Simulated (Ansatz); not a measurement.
InGa₅. The state is a singlet with charge 0. Geometry PBE-D4/def2-SVP.

```xyz
6

Ga    0.6797    2.0069    0.2688
Ga    2.0710    0.0596   -0.6205
Ga   -0.8217    0.4925    1.6508
Ga   -0.6376   -1.3759   -1.5383
Ga   -1.9544    0.6088   -0.6195
In    0.6630   -1.7920    0.8587
```

In the def2 sets In takes a core potential; there is no spin–orbit coupling. The restricted singlet is unstable towards broken spin symmetry at other levels; at PBE-D4/def2-TZVP, r2SCAN-D4/def2-TZVP, PBE0-D4/def2-TZVP, r2SCAN0-D4/def2-TZVP this wasn't settled. Another isomer (singlet) lies 0.22 eV lower at PBE0-D4/def2-TZVP; other spin states weren't run for this one.

(1) Estimate the orbital energies around the gap (eV) in Ansatz with PBE-D4/def2-TZVP, r2SCAN-D4/def2-TZVP, PBE0-D4/def2-TZVP, r2SCAN0-D4/def2-TZVP.

Answers

(1) 
```
orbital  PBE-D4/def2-TZVP  r2SCAN-D4/def2-TZVP  PBE0-D4/def2-TZVP  r2SCAN0-D4/def2-TZVP
 HOMO−9            -18.13               -18.77             -20.63                -21.09
 HOMO−8            -12.13               -12.68             -13.69                -14.09
 HOMO−7             -9.78               -10.17             -11.01                -11.30
 HOMO−6             -9.69               -10.08             -10.90                -11.19
 HOMO−5             -8.55                -8.87              -9.57                 -9.81
 HOMO−4             -7.11                -7.34              -7.86                 -8.04
 HOMO−3             -6.16                -6.32              -6.74                 -6.88
 HOMO−2             -4.98                -5.21              -5.62                 -5.80
 HOMO−1             -4.76                -4.98              -5.32                 -5.50
   HOMO             -4.40                -4.61              -4.99                 -5.15
   LUMO             -3.86                -3.92              -3.31                 -3.38
 LUMO+1             -3.05                -3.12              -2.52                 -2.58
 LUMO+2             -2.93                -2.98              -2.40                 -2.46
 LUMO+3             -2.46                -2.49              -1.93                 -1.96
 LUMO+4             -2.24                -2.22              -1.65                 -1.65
 LUMO+5             -1.90                -1.82              -1.21                 -1.18
```
